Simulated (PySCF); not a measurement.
## Computed properties of Se(iPr)(OH) (C3H8OSe), SMILES CC(C)[Se]O

Se(iPr)(OH) (C3H8OSe), SMILES CC(C)[Se]O. Geometry: PBE0-D3(BJ)/def2-SVP. One conformer was computed; it need not be the lowest. All values are computed for the isolated molecule unless a solvent is named; none is compared with measurement here.

**Structure.** All 33 harmonic modes at PBE0-D3(BJ)/def2-SVP (PySCF) are real, so it is a minimum. With heavy atoms numbered as in [Se:1]([CH:2]([CH3:3])[CH3:4])[OH:12], the shortest bond between them is C2–C4 at 1.519 Å and the longest Se1–C2 at 1.963 Å.

**Vibrations.** The strongest infrared lines (harmonic, unscaled, degenerate partners summed) lie at 386 cm⁻¹ (104 km/mol, H 91 %), 3861 cm⁻¹ (81 km/mol, H 94 %), 1098 cm⁻¹ (47 km/mol, H 94 %). The softest mode is at 71 cm⁻¹ and the zero-point energy is 67.9 kcal/mol.

**Electronic structure.** PBE0/def2-TZVP (PySCF) places the frontier levels at -6.28 and -0.83 eV, a gap of 5.45 eV, and gives a dipole moment of 2.05 D and a mean polarisability of 67.4 bohr³. PBE/def2-TZVP (PySCF) at the same geometry gives -5.08 and -1.83 eV, so its gap is 2.20 eV narrower. An orbital gap is neither the optical nor the fundamental gap.

**Excitations.** TDDFT-PBE0/def2-SVPD (PySCF) has S1 at 3.71 eV (334 nm, f = 0.001, dark); the most intense of the 10 singlets computed lies at 5.72 eV (f = 0.05). T1 (TDA) is at 2.94 eV. TDDFT-PBE/def2-SVPD (PySCF) puts S1 at 3.47 eV. No vertical singlet excitation falls in the visible range (under 3.1 eV).

**NMR.** GIAO shifts at PBE0/pcSseg-1 (PySCF) (non-relativistic, atoms alike by connectivity averaged): ¹³C from 25.5 to 51.4 ppm against TMS; ¹H from 1.6 to 2.8 ppm against TMS.
